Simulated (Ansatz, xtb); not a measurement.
## ClF2H3OSi2: which of two conformers lies lower

Structure X: `F[SiH2]O[Si@H](F)Cl`, a singlet. Structure Y: `F[SiH2]O[Si@H](F)Cl`, a singlet. Both are isolated molecules in the gas phase, relaxed with r2SCAN-D4/def2-SVP.

X (Å):

```xyz
9

Cl   -0.3162    0.6625    2.3641
F    -1.8725   -0.2337   -1.3678
F     2.4305    0.8625    1.2645
O     0.5372    0.4896   -0.5296
Si   -0.3465   -0.7423   -1.1970
Si    0.9285    1.2726    0.8515
H     0.2076   -1.0182   -2.5401
H    -0.3528   -1.9176   -0.2944
H     0.8653    2.7295    0.6690
```

Y (Å):

```xyz
9

Cl    2.9076    0.2699    0.3872
F    -0.6034   -1.7576    0.8476
F     2.1404   -1.3078   -2.0049
O     0.1812    0.0859   -0.9002
Si   -0.8948   -0.2596    0.3116
Si    1.7653    0.0939   -1.3077
H    -2.2538   -0.2184   -0.2704
H    -0.6977    0.6790    1.4412
H     2.0452    1.1880   -2.2485
```

Q: Estimate which is lower in electronic energy at CCSD(T)/def2-SVP + ΔMP2/def2-TZVPP, and by roughly how much.

A: Too close to call at this level: CCSD(T)/def2-SVP + ΔMP2/def2-TZVPP gives E(Y) − E(X) = +0.46 kJ/mol.

Level by level:

```tsv
level	geometry	E(Y) − E(X) (kJ/mol)	departure from the last row (kJ/mol)	job, with rough time for the two
r2SCAN-D4/def2-SVP	r2SCAN-D4/def2-SVP	+0.20	−0.26	optimisation, 5.3 min
HF/def2-SVP	r2SCAN-D4/def2-SVP	+0.61	+0.14	part of the CCSD(T) run
MP2/def2-SVP	r2SCAN-D4/def2-SVP	+0.04	−0.42	part of the CCSD(T) run
CCSD(T)/def2-SVP	r2SCAN-D4/def2-SVP	+0.11	−0.35	single point
CCSD(T)/def2-SVP + ΔMP2/def2-TZVPP	r2SCAN-D4/def2-SVP	+0.46		single point, 39 s
```

The largest departure from CCSD(T)/def2-SVP + ΔMP2/def2-TZVPP is that of MP2/def2-SVP, 0.42 kJ/mol. Levels run at GFN2-xTB geometries aren't shown. The last row adds to CCSD(T) the change of the MP2 difference between the two basis sets, here +0.35 kJ/mol.

With harmonic frequencies from r2SCAN-D4/def2-SVP (ideal gas, rigid rotor, one conformer each, 298.15 K, 1 atm): on the last row, ΔE + ΔZPE = +0.54 kJ/mol. A mode under 50 cm⁻¹ makes harmonic enthalpies and free energies unreliable, so none is given.

The correlated steps freeze 18 core orbitals. Run with Ansatz 0.2.0; the last row on 2 threads of Intel(R) Xeon(R) Platinum 8259CL CPU @ 2.50GHz (Skylake/Cascade Lake) on a shared host.
